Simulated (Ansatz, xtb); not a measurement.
**C6H6ClNO: 3 structures ranked**

3 gas-phase structures of C6H6ClNO, from a drawn sample of its isomers (lower ones may exist). Each was relaxed with GFN2-xTB; where two conformers were screened, the lower at r2SCAN-D4/def2-SVP is listed:

A. `C=Cc1oc(Cl)nc1C`, a singlet
B. `COc1ccc(Cl)cn1`, a singlet
C. `C=CCc1cnc(Cl)o1`, a singlet

Which do you expect lowest at r2SCAN-D4/def2-SVP, and how would the others follow?

Calculated order at r2SCAN-D4/def2-SVP: B (0.0), A (67.1), C (115.0) kJ/mol.

Energies above the lowest of each column, in kJ/mol; the last columns are at PBE0-D3(BJ)/def2-SVP geometries:

```csv
structure,GFN2-xTB,HF/STO-3G,r2SCAN-D4/def2-SVP,PBE0-D3(BJ)/def2-SVP,CCSD(T)/def2-SVP + ΔMP2/def2-TZVPP
B,0.0,0.0,0.0,0.0,0.0
A,43.9,75.5,67.1,66.5,58.6
C,79.9,108.7,115.0,105.1,87.2
```

Every level run on B puts it lowest or level with the lowest. Flexible structures stand in one conformer each, not always the lowest. ΔMP2 is the change of the MP2 energy from the smaller to the larger basis.

Programs: Ansatz 0.2.0, xtb 6.7.1.
